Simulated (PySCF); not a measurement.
Compound: C₅H₈BFO₂.
Numbering: `[F:1][C@@H:2]1[CH2:3][C@H:4]1[B:5]1[O:6][CH2:7][CH2:8][O:9]1` (hydrogens: H10 on C2; H11, H12 on C3; H13 on C4; H14, H15 on C7; H16, H17 on C8)

Geometry (PBE0-D3(BJ)/def2-SVP, Å), atoms numbered from 1 in this order:
```xyz
17
C5H8BFO2 angstrom
F     -3.1182    0.0677   -1.7715
C     -2.1337   -0.4054   -0.9673
C     -2.3389   -0.3398    0.4903
C     -1.3398    0.6006   -0.1839
B      0.1766    0.3775    0.0147
O      1.1073    1.3756    0.0526
C      2.3856    0.7918    0.2306
C      2.1220   -0.7259    0.3441
O      0.7235   -0.8692    0.1689
H     -1.6197   -1.2638   -1.4122
H     -1.9488   -1.1493    1.1128
H     -3.2755    0.1084    0.8305
H     -1.6885    1.6302   -0.3048
H      2.8566    1.2077    1.1355
H      3.0261    1.0451   -0.6295
H      2.4115   -1.1308    1.3274
H      2.6519   -1.3055   -0.4283
```

All values: PBE0/pcSseg-1 and PBE0/def2-SVPD (PySCF, non-relativistic), on one gas-phase PBE0-D3(BJ)/def2-SVP geometry that isn't relaxed in the solvent. The solvent is an IEF-PCM continuum (Bondi radii, 1.10 Å for H, scaled by 1.2). Specific hydrogen bonds and non-electrostatic terms are outside this model.

Gas phase at PBE0/pcSseg-1: HOMO -8.03 eV, LUMO 0.95 eV, dipole 3.36 D.

**Question.** What does the continuum do to the energy, the frontier levels and the dipole at PBE0/pcSseg-1 in methanol and acetonitrile?

**Answer.** 
```tsv
solvent	ε	E(solvent) − E(gas) (kcal/mol)	polarisation term (kcal/mol)	distortion of the solute (kcal/mol)	HOMO (eV)	LUMO (eV)	dipole (D)
methanol	32.61	-5.64	-6.29	0.65	-7.92	0.99	4.05
acetonitrile	35.69	-5.67	-6.32	0.65	-7.92	0.99	4.05
```

The first energy column is the sum of the next two and covers electrostatics alone. From methanol to acetonitrile the lowering changes by a factor 1.00, Onsager's factor (ε − 1)/(2ε + 1) by 1.00 and ε itself by 1.1.

**Question.** Which radius a makes the point-dipole formula ΔE = −[(ε − 1)/(2ε + 1)]·μ²/a³ give the value in acetonitrile, with the gas-phase dipole?

**Answer.** μ = 1.324 au and |ΔE| = 0.00903 Eh give a = 2.40 Å; the farthest nucleus lies 3.59 Å from the centroid of the nuclei, so such a sphere wouldn't even hold the nuclei. The formula assumes a rigid point dipole at the centre of a sphere.

**Question.** Give the dipole vector in the frame of the coordinates (D, pointing from negative to positive charge), gas and acetonitrile.

**Answer.** Gas (2.98, -0.86, 1.31), solvent (3.58, -1.09, 1.56). Its length changes by +20 % and its direction by less than 1°.

**Question.** Which Hirshfeld charges (PBE0/pcSseg-1) respond most in acetonitrile (means over atoms taken as equivalent)?

**Answer.** 
```csv
atoms,environment,gas (e),solvent (e),change
F1,alkyl fluorine,-0.110,-0.123,-0.013
O6/O9,boron-bound oxygen,-0.187,-0.199,-0.012
H14/H17,methylene hydrogen,+0.048,+0.055,+0.007
H15/H16,methylene hydrogen,+0.047,+0.054,+0.007
H10,methine hydrogen,+0.052,+0.057,+0.005
H12,methylene hydrogen,+0.054,+0.058,+0.004
B5,three-coordinate boron,+0.236,+0.232,-0.004
H11,methylene hydrogen,+0.051,+0.055,+0.004
```

**Question.** How do the nuclear quadrupole coupling constants eQVzz/h respond in acetonitrile?

**Answer.** 
```csv
nucleus,Q (barn),gas (MHz),solvent (MHz),η gas,η solvent
11B at B5,0.04059,3.19,3.19,0.59,0.56
17O at O6,-0.0256,-9.54,-9.19,0.20,0.22
17O at O9,-0.0256,-9.59,-9.26,0.23,0.25
```

Gas phase at PBE0/def2-SVPD: HOMO -8.15 eV, LUMO 0.25 eV, dipole 3.25 D.

**Question.** What does the continuum do to the energy, the frontier levels and the dipole at PBE0/def2-SVPD in acetonitrile?

**Answer.** 
```csv
solvent,ε,E(solvent) − E(gas) (kcal/mol),polarisation term (kcal/mol),distortion of the solute (kcal/mol),HOMO (eV),LUMO (eV),dipole (D)
acetonitrile,35.69,-5.40,-6.14,0.74,-7.96,0.41,4.00
```

**Question.** How does the static polarisability (PBE0/def2-SVPD, frozen core, with the continuum's full static response) change?

**Answer.** 
```csv
medium,isotropic (au),principal values (au),⟨r²⟩ of the electrons (bohr²)
gas,74.9,"64.0, 68.9, 91.9",1417.4
acetonitrile,96.4,"85.3, 92.7, 111.2",1416.3
```

The isotropic value in acetonitrile is 1.29 times the gas-phase one; no cavity-field correction is applied. ⟨r²⟩ is taken about the centre of nuclear charge.

The run took 32 s on Arm Neoverse V2, one thread, no GPU, shared host, and the process peaked at 1.2 GiB of memory. This is the whole shielding run at PBE0/pcSseg-1 in acetonitrile, SCF included.
